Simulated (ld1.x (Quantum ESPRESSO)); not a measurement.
The numbers below are computed, except where a source is named.
Hardness and transferability of assorted potentials

Generated with ld1.x 7.5 (TM, RRKJ, ultrasoft, PAW), atompaw 4.2 or ONCVPSP 4.0.1. The cutoff is in Ry: for ld1.x and atompaw files where the sum of valence levels is converged to 10 mRy in a Bessel basis, for ONCV files where the hardest occupied wave has 1 mHa per electron of residual kinetic energy. The error is the largest all-electron minus pseudo excitation energy over each file’s own four to seven test configurations (ionisations up to +4, promotions, holes and added fractions of an electron), all of which were solved. The labels leave out finer settings (local radius, basis sizes, second energies), which also bear on the numbers. Spin-polarised tests are not counted. The rows are a selection from randomly drawn settings: files with unsolved tests, undetermined cutoffs or missed reference levels are left out.

| element | potential | cutoff (Ry) | largest error (meV) | bound ghosts |
| --- | --- | --- | --- | --- |
| O | TM, LDA (PZ), scalar-relativistic, rc 0.90/1.05/1.05 (spd), local smoothed, core correction no, reference 2s2 2p4 | 110 | +899 | none |
| Mn | TM semilocal, PBE, scalar-relativistic, rc 2.25/2.85/1.50 (spd), local p, core correction no, reference 3d5 4s1.75 4p0 | 100 | -210 | none |
| Mo | ultrasoft, PBE, scalar-relativistic, rc 3.10/3.18/1.65 (spd), local smoothed, core correction yes, reference 4d5 5s1 5p0 | 35 | -1314 | none |
| Hg | ultrasoft, LDA (PZ), scalar-relativistic, rc 2.20/2.75 (sp), local smoothed, core correction yes, reference 6s2 6p0 | 6 | -516 | none |

Problem. Fill in the row for Mg: PAW, PBEsol, non-relativistic, rc 1.25/1.30/1.30 (spd), local smoothed, core correction yes, reference 2s2 2p6 3s2 3p0.

Solution. cutoff 55 Ry, largest error -27 meV, bound ghosts: none.

Problem. Fill in the row for Ne: RRKJ, LDA (PZ), non-relativistic, rc 0.75/1.20 (sp), local smoothed, core correction yes, reference 2s2 2p6.

Solution. cutoff 200 Ry, largest error +1928 meV, bound ghosts: none.
